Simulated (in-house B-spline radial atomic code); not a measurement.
In³⁺. Computed with a B-spline radial atomic code. Model: all-electron spherical atom, spin shells full or empty, radial basis limit, no spin-orbit coupling, Breit or QED, empty-state partial waves extrapolated as (l+1/2)^-4, RPA, G0W0 and static COHSEX of the highest shell as one setting changes (uncorrelated shells keep exact exchange).

Given: element In; charge 3; filled core Kr; hamiltonian one-electron scalar X2C; mean-field start HSE06; highest l of empty states 9; nuclear rms radius 4.6156 fm; highest mean-field shell 4d.

Shell: 4d 5 5 (electrons up and down).

```csv
lowest nl shells left uncorrelated,RPA correlation energy (hartree),G0W0 level (eV),G0W0 minus most complete (meV),COHSEX level (eV),linearised minus solved G0W0 (meV)
0,-3.5612,-56.482,0,-60.193,-26.1
1,-3.3885,-56.482,0.1,-60.193,-26.1
2,-3.1963,-56.478,3.7,-60.189,-26.1
3,-2.6481,-56.47,12.3,-60.198,-26
4,-2.469,-56.462,19.7,-60.182,-26
5,?,?,?,?,?
6,-1.1292,-56.347,134.8,-59.915,-25
7,?,?,?,?,?
8,-0.53677,-56.875,-392.7,-60.282,-30.9
```

(1) What follows for lowest nl shells left uncorrelated = 5?

(2) What follows for lowest nl shells left uncorrelated = 7?

Results:

(1) RPA correlation energy -1.9446 hartree; G0W0 level -56.437 eV; G0W0 minus most complete 45.4 meV; COHSEX level -60.132 eV; linearised minus solved G0W0 -25.7 meV.

(2) RPA correlation energy -0.97077 hartree; G0W0 level -56.374 eV; G0W0 minus most complete 108.4 meV; COHSEX level -59.882 eV; linearised minus solved G0W0 -25.4 meV.
